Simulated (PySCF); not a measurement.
Question: Give a PBE0-D3(BJ)/def2-SVP geometry of `C=CCN1[SiH2]CC[SiH2]1`.

Answer: 
```xyz
21
C5H13NSi2 angstrom
C      2.6763   -0.9650   -1.0899
C      1.6901   -1.1321   -0.2079
C      1.1540   -0.0509    0.6822
N     -0.2501    0.2257    0.4129
Si    -0.8475    0.6010   -1.1950
C     -2.5712    1.2258   -0.7287
C     -3.0144    0.4721    0.5419
Si    -1.4897    0.2981    1.6445
H      3.0192   -1.7817   -1.7306
H      3.1790    0.0016   -1.2018
H      1.1893   -2.1048   -0.1256
H      1.7734    0.8587    0.5633
H      1.2685   -0.3661    1.7354
H     -0.9000   -0.5917   -2.1011
H     -0.0035    1.6372   -1.8719
H     -3.3022    1.1323   -1.5483
H     -2.4783    2.3049   -0.5146
H     -3.3558   -0.5456    0.2850
H     -3.8582    0.9679    1.0488
H     -1.3168    1.4642    2.5755
H     -1.4953   -0.9345    2.4972
```

Any rigid rotation of these coordinates is as good. Atoms count from 1 in this order. The 5-membered ring N4–Si5–C6–C7–Si8 has internal angles of 98.9° to 113.3° (sum 526°, against 540° for a flat polygon); it is puckered, 0.18 Å rms from its mean plane, widest ring torsion 39°. Of the pairs four or more bonds apart, H10···H12 is among the closest relative to their van der Waals radii: 2.41 Å, 101 % of the sum of Bondi's values. Si5 (SiH2 silicon) is distorted tetrahedral (angles from 98.9° to 113.3°). The 3 C–C bonds span 1.334 Å (C1=C2, drawn double) to 1.542 Å (C6–C7, drawn single), a spread of 0.208 Å.

Bonds between heavy atoms (Å): C1=C2 1.334, C2–C3 1.500, C3–N4 1.456, N4–Si5 1.756, Si5–C6 1.892, C6–C7 1.542, C7–Si8 1.890, N4–Si8 1.749.

Theory: PBE0-D3(BJ)/def2-SVP geometry optimisation, gas phase (PySCF 2.14.0).

Point group: C1 (no symmetry element, even within 0.4 Å). No PBE0-D3(BJ)/def2-SVP frequencies stand behind this structure, so it isn't proved a minimum. The numbers are those of one conformer (C1–C2–C3–N4 118°, C2–C3–N4–Si5 -53°, C3–N4–Si5–C6 -167°, N4–Si5–C6–C7 -31°, Si5–C6–C7–Si8 39°, C6–C7–Si8–N4 -31°).
